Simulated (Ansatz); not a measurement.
Members of the series CXY, Y = hydroxy; each row names its spin state. All species are isolated molecules in the gas phase. One relaxed conformer stands for each flexible species; it need not be the lowest. Strings in code marks are SMILES.

Quantity: adiabatic spin-state energy, in kcal/mol. HF references are unrestricted for open shells and restricted for singlets. The restricted reference of `O[C]S` and `[CH]O` is unstable towards unrestricted orbitals.

A: `O[C]O`: multiplicity 3 minus multiplicity 1
B: `O[C]S`: multiplicity 3 minus multiplicity 1
C: `[CH]O`: multiplicity 3 minus multiplicity 1

Task: Put the candidates in order of adiabatic spin-state energy, lowest first, for frozen-core CCSDT(Q)/cc-pVDZ // PBE0-D3(BJ)/def2-TZVP (Ansatz, a quantum-chemistry and plane-wave program).

Result: C (21.5 kcal/mol), B (34.9 kcal/mol), A (59.0 kcal/mol)
